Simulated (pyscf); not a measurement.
**Routes from `[CH2]=[CH][CH2][CH]=[O]`**

Candidate steps break at most two bonds and form at most two. Each was searched with GFN2-xTB (tblite) first. Optimised with ωB97X-D3(BJ)/def2-SVP in PySCF. Energies: ωB97M-D3(BJ)/def2-TZVP, eV, from the reactant's lowest minimum found, singlet surface.

```tsv
products	type	ΔE‡	ΔE	ΔG‡ 298 K	ΔG‡ 900 K	ν‡ (cm⁻¹)
H₂C=CH–CH₂–CH=O	group migration	2.81	0.00	2.81	2.96	982i
H₃C–CH=CH–CH=O	concerted two-bond exchange	3.52	-0.30	3.36	3.47	1025i
```

Plain bond fissions and candidates not yet searched are not listed, and one of them may be faster. Each barrier is that of the saddle found; lower ones may exist.
